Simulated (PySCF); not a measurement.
A PySCF script (with the pyscf-properties extension) for the NMR shieldings of C$_{6}$H$_{13}$AlO, on a GFN2-xTB geometry:

```python
import basis_set_exchange as bse
import numpy as np
from pyscf import gto, dft
from pyscf.prop import nmr

atoms = """
C    -3.462663   -0.073463    0.175606
C    -2.278067    0.863585    0.323675
O    -1.101716    0.089422    0.274898
C     0.160882    0.748319    0.397793
C     1.177351   -0.111181    0.429387
Al   -0.219400   -1.582266    0.227211
C     2.595953    0.367499    0.537065
C     3.443906   -0.186568   -0.605029
H    -3.403916   -0.588218   -0.780707
H    -3.437140   -0.817559    0.969091
H    -4.395578    0.480708    0.229334
H    -2.327681    1.396654    1.282720
H    -2.266836    1.602586   -0.489115
H     0.108893    1.830960    0.444787
H    -0.501382   -2.161521   -1.188595
H    -0.697962   -2.341008    1.500294
H     2.638030    1.462497    0.533802
H     3.008929    0.016001    1.486150
H     3.390213   -1.273250   -0.611901
H     4.483602    0.114261   -0.493494
H     3.075662    0.179486   -1.560525
"""
names = dict.fromkeys(["C", "O", "Al", "H"], "pcSseg-1")
basis = {el: gto.basis.parse(bse.get_basis(n, elements=[el], fmt="nwchem")) for el, n in names.items()}
mol = gto.M(atom=atoms, basis=basis, charge=0, verbose=0)
mf = dft.RKS(mol, xc="PBE0")
mf.grids.level = 2
mf.grids.alignment = dft.numint.BLKSIZE   # the property module wants whole blocks of grid points
mf.conv_tol = 1e-9
mf.kernel()

calc = nmr.RKS(mf)   # GIAO
C = mf.mo_coeff
Co = C[:, mf.mo_occ > 0]
resp = mf.gen_response(singlet=True, hermi=2)
def vind(x):   # induced exchange potential for any number of trial vectors
    d = np.einsum("pi,xij,qj->xpq", C, 2 * x.reshape(-1, C.shape[1], Co.shape[1]), Co, optimize=True)
    return np.einsum("xpq,pi,qj->xij", resp(d - d.transpose(0, 2, 1)), C, Co, optimize=True).ravel()
mo1, _ = nmr.rhf.solve_mo1(calc, with_cphf=vind)
sigma = calc.kernel(mo1)
for i, s in enumerate(sigma):   # ppm
    w = np.linalg.eigvalsh((s + s.T) / 2)
    print("%2d %-2s iso %8.1f  s11 %8.1f  s22 %8.1f  s33 %8.1f" % (i, mol.atom_pure_symbol(i), w.mean(), *w))
```

Q: What does it print?

A: 
```
 0 C  iso    171.6  s11    155.9  s22    171.8  s33    187.0
 1 C  iso    119.6  s11     86.7  s22    103.6  s33    168.6
 2 O  iso    262.4  s11    200.8  s22    238.7  s33    347.7
 3 C  iso     35.9  s11    -66.0  s22     53.8  s33    120.0
 4 C  iso     25.3  s11   -101.2  s22     19.5  s33    157.7
 5 Al iso    406.9  s11    378.7  s22    420.4  s33    421.5
 6 C  iso    156.8  s11    147.0  s22    155.9  s33    167.6
 7 C  iso    167.7  s11    156.2  s22    162.0  s33    184.8
 8 H  iso     30.1  s11     26.1  s22     28.7  s33     35.4
 9 H  iso     30.0  s11     26.0  s22     28.9  s33     35.2
10 H  iso     30.5  s11     26.4  s22     27.4  s33     37.8
11 H  iso     27.7  s11     23.2  s22     27.3  s33     32.6
12 H  iso     27.7  s11     23.2  s22     27.3  s33     32.5
13 H  iso     24.8  s11     22.5  s22     24.0  s33     27.8
14 H  iso     27.1  s11     24.0  s22     25.9  s33     31.2
15 H  iso     27.1  s11     23.8  s22     26.0  s33     31.4
16 H  iso     29.6  s11     25.4  s22     29.4  s33     33.9
17 H  iso     29.1  s11     24.6  s22     28.0  s33     34.7
18 H  iso     30.5  s11     26.7  s22     29.0  s33     35.6
19 H  iso     30.5  s11     26.2  s22     27.6  s33     37.6
20 H  iso     30.8  s11     27.1  s22     29.3  s33     35.9
```

These numbers come from an equivalent density-fitted implementation of the same equations, which agrees with the script to about 0.01 ppm for H and up to a few tenths of a ppm for heavy atoms, so last digits may differ.

Size and cost of the density-fitted run: 208 basis functions, 68 s wall time on 1 thread of an Arm Neoverse N1, shared host; peak memory 1 GiB.
